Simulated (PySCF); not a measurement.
trichloro(fluoro)methane (CCl3F), SMILES FC(Cl)(Cl)Cl.

Geometry optimised at PBE-D3(BJ)/def2-SVP.

All values below come from PySCF with PBE-D3(BJ)/def2-SVP.

Frequencies are harmonic and unscaled.

Modes within 1.5 cm⁻¹ of each other (mostly degenerate sets) share a row, with their intensities summed.

Computed vibrational spectrum:
```csv
mode,ν (cm⁻¹),IR (km/mol),moving atoms (share of kinetic energy)
1–2,233,0.0,"Cl 82 %, F 16 %"
3,340,0.0,"Cl 71 %, F 20 %, C 9 %"
4–5,385,1.6,"Cl 56 %, F 44 %"
6,519,4.1,"Cl 52 %, F 33 %, C 16 %"
7–8,791,577.7,C 89 %
9,1108,217.3,"C 66 %, F 33 %"
```
